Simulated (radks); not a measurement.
The table gives one normalised radial function P(r) = r R(r) of Er2.5+ in [Kr] 4d10 4f(up 6, down 6) 5p6 5s(up 1, down 0.5) (r in bohr). Calculated with a radial shooting solver on a logarithmic mesh with Libxc functionals: scalar-relativistic Kohn-Sham, r2SCAN, spin-polarised, spherical densities, finite nucleus; meta-GGA in the generalised Kohn-Sham scheme; Fermi nuclear charge, rms radius 5.2516 fm.

r          P
0.002237  0.0000
0.003391  0.0000
0.005182  0.0000
0.007855  0.0000
0.01191   0.0001
0.01805   0.0004
0.02736   0.0017
0.04181   0.0074
0.06338   0.0280
0.09608   0.0928
0.1456    0.2578
0.2208    0.5681
0.3347    0.9421
0.5114    1.1288
0.7752    0.9598
1.175     0.6170
1.781     0.3068
2.7       0.1097
4.126     0.0225

Which n and l does it have? It may be an empty orbital.

Answer. n = 4, l = 3: the number of nodes gives n - l - 1 = 0, the rise at small r (about r^(l+1), flatter next to the nucleus through relativity) gives l, and the extent must fit the shell. The curve is that of 4f up; the table hardly tells the two spins apart. 4f up: eigenvalue -24.819 eV, 0 radial nodes, <r> = 0.802 bohr, 90 % of the charge inside 1.40 bohr.
